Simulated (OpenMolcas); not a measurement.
Rh3+: moving or changing the point charges

Rh3+ among 8 point charges of -1.2 e arranged as a cube (Oh), 1.89 Å from the ion.

| Property | Result |
| --- | --- |
| Program | OpenMolcas |
| Method | SS-CASPT2, IPEA 0.25 Eh, imaginary shift 0.1 Eh (closed shells correlated: 4s 4p) |
| Basis | ANO-RCC-VDZP [6s5p3d1f] |
| Scalar Hamiltonian | DKH2, point nucleus |
| Active space | 6 electrons in 5 orbitals (4d) |
| State averaging | 2S+1 = 5 even, 5 roots; 2S+1 = 3 even, 45 roots; 2S+1 = 1 even, 50 roots |
| Spin-orbit coupling | RASSI with atomic mean-field integrals over the reference wave functions |

Runs around this geometry, states (labels of O, the rotations of Oh). Energies in cm-1 above the lowest state or level, χT in cm3 K/mol.

```
R (Å)  q (e)  Ground state  First state of that spin  First gap with spin-orbit (degeneracies)  χT at 300 K  First state of another spin
 1.89   -0.6            5E                  5T2 3660                                120 (1, 3)        4.288                    3T1 17160
 1.79   -1.2            5E                  5T2 9660                                 99 (1, 3)        3.474                    3T1 12850
 1.89   -1.2            5E                  5T2 7580                                110 (1, 3)        3.634                    3T1 14490
  2.1   -1.2            5E                  5T2 4720                                120 (1, 3)        4.034                    3T1 16580
```

Taking the first state of the same spin as R^-n, n = -ln(4720 / 9660) / ln(2.1 / 1.79) = 4.5 between the shortest and longest distance.

Scaling the charges by -0.6 / -1.2 = 0.50 scales the first state of the same spin by 3660 / 7580 = 0.48; with fixed orbitals a first-order splitting would follow the charge.

Roots that are degenerate in the reference are averaged as groups; the widest CASPT2 spread within a group is 250 cm-1 (the 3-fold group of multiplicity 3 near 27100 cm-1 above the lowest state of its run, R = 2.1, q = -1.2). Shifts and gaps below about the spread of the groups concerned are not significant. An orbital doublet at a regular site is open to a Jahn-Teller distortion, which this geometry leaves out. Point charges give a weaker field than real ligands, and real ions of this kind are as a rule low spin; the high spin found here belongs to the model. Free-ion shares, where given, are those of the reference states; single-state CASPT2 does not remix them. The ground term spreads over less than 5000 cm-1, several times less than with real ligands, so orbital moments are less quenched and χT lies further from the spin-only value than at real sites (holds for R = 1.89, q = -0.6; R = 2.1, q = -1.2). This is an electrostatic model: the charges have no orbitals. No measured value stands beside these numbers.
